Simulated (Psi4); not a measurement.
CH7AlGeO (SMILES C[O][AlH][GeH3]), singlet, at a GFN2-xTB geometry (such geometries of metal compounds can be far from the true shape); Psi4 with B3LYP/cc-pVTZ.

Input for Psi4:
```
memory 2 GB

molecule {
0 1
Al    1.04168539    0.19198022   -0.39042030
Ge   -0.54908959   -0.04022397    1.42222283
H    -1.27480734   -1.36745608    1.48766945
H    -0.13597081    0.11820039    2.86433244
H    -1.73866236    0.89523832    1.37208538
H     2.53597819    0.50258527   -0.20638811
O     0.50338587    0.00530436   -1.93358806
C     0.10371602   -0.14233353   -3.26964517
H    -0.06021977   -1.19877249   -3.49172323
H    -0.82408529    0.40716263   -3.44083477
H     0.87734102    0.24603275   -3.93423242
}

set {
  basis cc-pvtz
}

energy('b3lyp')
print_variables()
```

What the program printed (banner, timings and long lists left out):

```
   => Loading Basis Set <=

    Name: CC-PVTZ
    Role: ORBITAL
    Keyword: BASIS

         ---------------------------------------------------------
                                   SCF
               by Justin Turney, Rob Parrish, Andy Simmonett
                          and Daniel G. A. Smith
                              RKS Reference
         ---------------------------------------------------------

  ==> Geometry <==

    Molecular point group: c1
    Full point group: C1

    Geometry (in Angstrom), charge = 0, multiplicity = 1:

       Center              X                  Y                   Z               Mass
    ------------   -----------------  -----------------  -----------------  -----------------
         AL           1.069725715110     0.190632372787    -0.530498587435    26.981538530000
         GE          -0.521049264890    -0.041571817213     1.282144542565    73.921177761000
         H           -1.246767014890    -1.368803927213     1.347591162565     1.007825032230
         H           -0.107930484890     0.116852542787     2.724254152565     1.007825032230
         H           -1.710622034890     0.893890472787     1.232007092565     1.007825032230
         H            2.564018515110     0.501237422787    -0.346466397435     1.007825032230
         O            0.531426195110     0.003956512787    -2.073666347435    15.994914619570
         C            0.131756345110    -0.143681377213    -3.409723457435    12.000000000000
         H           -0.032179444890    -1.200120337213    -3.631801517435     1.007825032230
         H           -0.796044964890     0.405814782787    -3.580913057435     1.007825032230
         H            0.905381345110     0.244684902787    -4.074310707435     1.007825032230

  Running in c1 symmetry.

  Rotational constants: A =      0.34271  B =      0.04007  C =      0.03654 [cm^-1]
  Rotational constants: A =  10274.05187  B =   1201.29158  C =   1095.53752 [MHz]
  Nuclear repulsion =  305.623444180853824

  Charge       = 0
  Multiplicity = 1
  Electrons    = 66
  Nalpha       = 33
  Nbeta        = 33

  ==> Algorithm <==

  SCF Algorithm Type is DF.
  DIIS enabled.
  MOM disabled.
  Fractional occupation disabled.
  Guess Type is SAD.
  Energy threshold   = 1.00e-06
  Density threshold  = 1.00e-06
  Integral threshold = 1.00e-12

  ==> Primary Basis <==

  Basis Set: CC-PVTZ
    Blend: CC-PVTZ
    Number of shells: 89
    Number of basis functions: 235
    Number of Cartesian functions: 263
    Spherical Harmonics?: true
    Max angular momentum: 3

  ==> DFT Potential <==

   => LibXC <=

    Version 7.1.2
    S. Lehtola, C. Steigemann, M. J. T. Oliveira, and M. A. L. Marques,  SoftwareX 7, 1–5 (2018) (10.1016/j.softx.2017.11.002)

   => Composite Functional: B3LYP <=

    B3LYP Hyb-GGA Exchange-Correlation Functional

    P. J. Stephens, F. J. Devlin, C. F. Chabalowski, and M. J. Frisch,  J. Phys. Chem. 98, 11623 (1994) (10.1021/j100096a001)

    Deriv               =              1
    GGA                 =           TRUE
    Meta                =          FALSE

    Exchange Hybrid     =           TRUE
    MP2 Hybrid          =          FALSE

   => Exchange Functionals <=

    0.0800   Slater exchange
    0.7200         Becke 88

   => Exact (HF) Exchange <=

    0.2000               HF

   => Correlation Functionals <=

    0.1900   Vosko, Wilk & Nusair (VWN5_RPA)
    0.8100   Lee, Yang & Parr

   => LibXC Density Thresholds  <==

    XC_HYB_GGA_XC_B3LYP:  1.00E-15

   => Molecular Quadrature <=

    Radial Scheme          =       TREUTLER
    Pruning Scheme         =           NONE
    Nuclear Scheme         =       TREUTLER

    Blocking Scheme        =         OCTREE
    BS radius alpha        =              1
    Pruning alpha          =              1
    Radial Points          =             75
    Spherical Points       =            302
    Total Points           =         238389
    Total Blocks           =           1866
[...]
  Using in-core AOs.

  ==> MemDFJK: Density-Fitted J/K Matrices <==

    J tasked:                   Yes
    K tasked:                   Yes
    wK tasked:                   No
    Algorithm:                 Core
    Schwarz Cutoff:           1E-12
    Mask sparsity (%):      11.3173
    Fitting Condition:        1E-10

   => Auxiliary Basis Set <=

  Basis Set: (CC-PVTZ AUX)
    Blend: CC-PVTZ-JKFIT
    Number of shells: 208
    Number of basis functions: 696
    Number of Cartesian functions: 851
    Spherical Harmonics?: true
    Max angular momentum: 4

  Minimum eigenvalue in the overlap matrix is 1.4268342164E-03.
  Reciprocal condition number of the overlap matrix is 2.1330428477E-04.
    Using symmetric orthogonalization.

  ==> Pre-Iterations <==

  SCF Guess: Superposition of Atomic Densities via on-the-fly atomic UHF (no occupation information).

   -------------------------
    Irrep   Nso     Nmo
   -------------------------
     A        235     235
   -------------------------
    Total     235     235
   -------------------------

  ==> Iterations <==

                           Total Energy        Delta E     RMS |[F,P]|

   @DF-RKS iter SAD: -2433.44719925460004   -2.43345e+03   0.00000e+00
   @DF-RKS iter   1: -2435.34975361245688   -1.90255e+00   1.06314e-02 DIIS/ADIIS
   @DF-RKS iter   2: -2424.29695630704646    1.10528e+01   3.63748e-02 DIIS/ADIIS
   @DF-RKS iter   3: -2436.82838782541694   -1.25314e+01   4.44456e-03 DIIS/ADIIS
   @DF-RKS iter   4: -2437.04727810772874   -2.18890e-01   2.46470e-03 DIIS/ADIIS
   @DF-RKS iter   5: -2437.16382503527075   -1.16547e-01   2.65401e-04 DIIS/ADIIS
   @DF-RKS iter   6: -2437.16450218917316   -6.77154e-04   1.76661e-04 DIIS/ADIIS
   @DF-RKS iter   7: -2437.16528899863079   -7.86809e-04   1.94309e-05 DIIS
   @DF-RKS iter   8: -2437.16530036843869   -1.13698e-05   5.19350e-06 DIIS
   @DF-RKS iter   9: -2437.16530120475500   -8.36316e-07   5.66002e-07 DIIS
  Energy and wave function converged.

  ==> Post-Iterations <==

   Electrons on quadrature grid:
      Ntotal   =   66.0000019418 ; deviation = 1.942e-06

    Orbital Energies [Eh]
    ---------------------

    Doubly Occupied:

[...]
    Virtual:

[...]
     235A     13.135566

    Final Occupation by Irrep:
              A
    DOCC [    33 ]
    NA   [    33 ]
    NB   [    33 ]

  @DF-RKS Final Energy: -2437.16530120475500

   => Energetics <=

    Nuclear Repulsion Energy =            305.6234441808538236
    One-Electron Energy =               -4000.9959569646098316
    Two-Electron Energy =                1350.4029104507310421
    DFT Exchange-Correlation Energy =     -92.1956988717298316
    Empirical Dispersion Energy =           0.0000000000000000
    VV10 Nonlocal Energy =                  0.0000000000000000
    Total Energy =                      -2437.1653012047549964

Computation Completed

Properties will be evaluated at   0.000000,   0.000000,   0.000000 [a0]

Properties computed using the SCF density matrix

 Multipole Moments:

 ------------------------------------------------------------------------------------
     Multipole            Electronic (a.u.)      Nuclear  (a.u.)        Total (a.u.)
 ------------------------------------------------------------------------------------

 L = 1.  Multiply by 2.5417464519 to convert [e a0] to [Debye]
 Dipole X            :         -3.3629543            3.4972431            0.1342889
 Dipole Y            :          0.1557246           -0.1681055           -0.0123809
 Dipole Z            :         16.7417782          -17.4708337           -0.7290555
 Magnitude           :                                                    0.7414235

 ------------------------------------------------------------------------------------

  Variable Map:
  ----------------------------------------------------------------------------
[...]
  Array Variable Map:
  ----------------------------------------------------------------------------
[...]
[...]
```
